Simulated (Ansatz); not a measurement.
A series at Si: from `S[Si](S)(S)S`, ligands are replaced one by one, each step taking up H–F and setting free H₂S; n counts the steps. Ansatz, PBE0-D4/def2-TZVP geometries. Each molecule was computed in one conformer, which needn't be the lowest.

CBS adds triple-zeta CCSD(T) − MP2 to the MP2 limit, frozen cores; atoms without spin–orbit coupling. 

| n | molecule | atomization energy, CCSD(T)/CBS (kJ/mol) |
| --- | --- | --- |
| 0 | `S[Si](S)(S)S` | 2768.0 |
| 1 | `F[Si](S)(S)S` | 2667.9 |
| 2 | `F[Si](F)(S)S` | 2574.4 |
| 3 | `F[Si](F)(F)S` | ? |
| 4 | `F[Si](F)(F)F` | 2404.1 |

**Question.** By hand: fit a straight line y = ȳ + b (n − n̄) to the 4 given rows and predict n = 3.

**Answer.** n̄ = 1.750, ȳ = 2603.60; Σ(n − n̄)(y − ȳ) = -792.10, Σ(n − n̄)² = 8.750, so b = -90.53 kJ/mol a step. Prediction: 2603.60 + (-90.53) × (1.250) = 2490.4 kJ/mol.

**Question.** By hand: compare with the computed value, 2487.6 kJ/mol, and give the steps along the whole series.

**Answer.** The line misses by -2.8 kJ/mol (computed minus predicted). Steps: -100.1, -93.5, -86.8, -83.5 kJ/mol.

The steps shrink at each stage, from -100.1 to -83.5 kJ/mol, so the series is curved. The miss is 0.8 % of the series' range. The energies themselves are unsure by some kJ/mol a bond, though much of that is common to the series.
